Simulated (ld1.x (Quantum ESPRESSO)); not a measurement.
# What one change does to a pseudopotential (C (Z = 6), RRKJ)

| Quantity | Value |
| --- | --- |
| Element | carbon |
| Generator | ld1.x (Quantum ESPRESSO) 7.5 |
| Type | norm-conserving RRKJ (Kleinman–Bylander form) |
| Functional | PBE |
| Relativity | non-relativistic |
| Frozen core | [He] |
| Valence charge | 4 |
| Reference configuration | 2s2 2p2 |
| Partial waves | 2s (bound): rc 0.95 bohr; 2p (bound): rc 2.65 bohr; 3d channel at 0.05 Ry: rc 2.35 bohr |
| Local potential | the d channel |
| Core correction | Bessel-smoothed model core inside 0.60 bohr |
| rho0 | 0.02 |

Change: wave 2p (bound): rc 2.65 bohr becomes 2p (bound): rc 3.78 bohr.

Cutoffs: the cutoffs (Ry, on a coarse ladder) from which the occupation-weighted sum of valence levels, in a spherical-Bessel basis at the reference potential, stays within 10 and 1 mRy of its value at 400 Ry; they do not see the model core or the augmentation charge, which bear on the density cutoff. Errors are all-electron minus pseudo energies relative to the spin-unpolarised reference configuration.

Predict the effect on cutoff, ghosts and configuration errors.

The potential gets neither clearly harder nor softer (40 Ry and 60 Ry → 40 Ry and 60 Ry); the s channel sets the loose cutoff, while the largest relative change is in p, which becomes softer; of the 7 tests that both files solve, the error grows in 7 and shrinks in 0 by more than 15 % and 0.3 meV (median size 122.5 → 482.7 meV); neither file shows a bound ghost at the reference potential, the only one tested. More of the atom is replaced by a form fitted at one configuration, so other configurations suffer.

| quantity | base | changed |
| --- | --- | --- |
| cutoff, loose | 40 Ry | 40 Ry |
| cutoff, tight | 60 Ry | 60 Ry |
| loose cutoff by channel (10 mRy a level) | s 35 Ry, p 15 Ry | s 35 Ry, p 8 Ry |
| bound ghosts | none | none |
| error for 2s2 2p1, meV [ΔE 10.87 eV] | +122 | +483 |
| error for 2s2 2p0, meV [ΔE 35.02 eV] | +1037 | +3181 |
| error for 2s1 2p0, meV [ΔE 83.20 eV] | +1988 | +5856 |
| error for 2s0 2p4, meV [ΔE 16.94 eV] | -121 | -635 |
| error for 2s1 2p2, meV [ΔE 19.60 eV] | -129 | -334 |
| error for 2s2 2p2.3, meV [ΔE -1.16 eV] | +1.8 | +13 |
| error for 2s2 2p1.5, meV [ΔE 3.97 eV] | +18 | +85 |

Changed file: These tests converged, but a pseudo level misses the all-electron one widely, so the file describes the atom poorly there or has found another state: 2s2 2p0: empty 2p by 4.5 eV; 2s1 2p0: empty 2p by 7.3 eV (a node warning on the way).
